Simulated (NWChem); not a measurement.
A series in which one site is exchanged, each optimised at PBE0/def2-SVP with NWChem, gas phase unless a solvent is named. For some, no frequency run checked for a minimum. def2 effective core potentials on I, Au; no spin-orbit coupling.

A: [Au]([F])<-[NH3] (AuNH3F; site = F)
B: [NH3]->[Au][I] (AuNH₃I; site = I)
C: [NH3]->[Au][Br] (AuNH3Br; site = Br)
D: [NH3]->[AuH] (AuNH4; site = H)

### Question
Rank them by static polarisability, CAM-B3LYP/def2-SVPD (bohr³), lowest first.

### Answer
A (41.9), D (49.0), C (66.1), B (81.4)
